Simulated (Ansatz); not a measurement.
Consider the cleavage of the Si–Si bond: `O[SiH2][SiH](S)Cl` + `SS` → `O[SiH2]SS` + `S[SiH2]Cl`.

Computed with Ansatz on PBE0-D4/def2-TZVP structures; ΔE is electronic, products minus reactants. CBS: MP2 limit from def2 TZ/QZ plus the TZ coupled-cluster correction, frozen cores. This one scheme is used for every species. Functionals use def2-TZVPP. B3LYP here is the variant with VWN-RPA as its local correlation; programs differ in this. Each species was taken in one conformer, which may not be the lowest.

CCSD(T)/CBS gives -73.8 kJ/mol.

Task: Another level gave -69.3 kJ/mol. Which?
A. B2PLYP/def2-TZVPP
B. PBE/def2-TZVPP
C. B3LYP/def2-TZVPP
D. SCS-MP2/def2-TZVPP

Result: C. B3LYP -69.3, SCS-MP2/def2-TZVPP -79.6, PBE -62.0, B2PLYP -74.4 kJ/mol.

Largest T1 diagnostic among the species: 0.012.

From PBE to PBE0 (25 % exact exchange), in def2-TZVPP and without D4, ΔE moves by −4.4 kJ/mol.
